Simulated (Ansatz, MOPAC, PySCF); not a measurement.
System: CaS, charge 0, multiplicity 1. SMILES: [Ca]=[S]
Geometry from a B3LYP-D3(BJ)/def2-TZVP (Ansatz, a program for electronic structure) optimisation:
```
Ca
S 1 2.3180
```

Quantity: vertical electron affinity to the doublet, in eV. Conventions: six Cartesian d functions in 6-31G* and its kin unless marked 5d; non-relativistic; LANL2DZ with its own core potentials from Na on; 6-311+G** with 5d, 6d on Na to Ar in Ansatz; frozen cores in correlated levels (noble-gas shells and the d and f shells of earlier blocks; the outer core of K, Ca and congeners matters and is frozen too); no spin-orbit coupling; open shells spin-unrestricted; each state is the SCF solution reached for its charge and spin; PM7 with its own dispersion and hydrogen-bond terms. First-principles rows: single points at B3LYP-D3(BJ) geometries (Ansatz). Semi-empirical rows: differences of heats of formation at the shared geometry for vertical values.

| level | program | vertical electron affinity to the doublet (eV) |
|---|---|---|
| AM1 | MOPAC | 1.84 |
| PM3 | MOPAC | 2.26 |
| PM6 | MOPAC | 2.34 |
| PM7 | MOPAC | 1.09 |
| PBE/6-31G* with LANL2DZ past Ar | Ansatz | 1.57 |
| PBE/6-311+G** | Ansatz | 1.27 |
| B3LYP/STO-3G | Ansatz | -1.78 |
| B3LYP/3-21G | Ansatz | 1.64 |
| B3LYP/6-31G* | Ansatz | 1.23 |
| B3LYP/6-31G* with LANL2DZ past Ar | Ansatz | 1.62 |
| M06-2X/6-31G* with LANL2DZ past Ar (5d) | PySCF | 1.84 |
| MP2/6-31G* | Ansatz | 1.09 |
| MP2/6-31G* with LANL2DZ past Ar | Ansatz | 1.10 |
| MP2/6-311+G** | Ansatz | 1.21 |
| B3LYP/def2-TZVPD | Ansatz | 1.30 |
| wB97X-V/def2-TZVPD | Ansatz | 1.30 |

No value to compare with is used here. The 14 habitual levels span -1.78 (B3LYP/STO-3G) to 2.34 eV (PM6); wB97X-V/def2-TZVPD gives 1.30.

The levels are drawn from those run, B3LYP/6-31G* more often than the rest, none by its result; left out are runs that failed, that the program found above a lower state of the same kind, or whose <S^2> lies over 0.5 above the pure value.
